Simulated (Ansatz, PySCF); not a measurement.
Reaction (SMILES): CO[Si](Cl)(Cl)Cl [trichloro(methoxy)silane] + O (H2O) + 3 [SiH4] (SiH4) -> CO (CH4O) [methanol] + O[SiH3] + 3 [SiH3]Cl
Each molecule is optimised on its own at B3LYP-D3(BJ)/def2-TZVP (Ansatz, a program for electronic structure), one conformer each, not searched for the lowest. Frequencies are from Ansatz or PySCF.

Property: bond separation energy (0 K, with B3LYP-D3(BJ) harmonic zero-point energies), in kJ/mol. Correlated levels leave the core frozen unless marked. Spin-orbit coupling is left out. Non-relativistic. Basis-set limits of correlation are two-point, X^-3; Hartree-Fock from the larger set.

```tsv
level	program	bond separation energy (kJ/mol)
wB97X/def2-TZVPD	Ansatz	49.5
RPA@PBE/cc-pV(T+d)Z	Ansatz	52.0
RI-MP2/CBS(aug-cc-pV(T+d)Z,aug-cc-pV(Q+d)Z)	Ansatz	59.2
RI-MP2/CBS(cc-pV(T+d)Z,cc-pV(Q+d)Z)	Ansatz	58.5
SCS-MP2/cc-pV(D+d)Z	Ansatz	54.1
SCS-MP2/cc-pV(T+d)Z	Ansatz	50.3
CCSD(T)/CBS(cc-pV(T+d)Z,cc-pV(Q+d)Z)	Ansatz	55.8
```
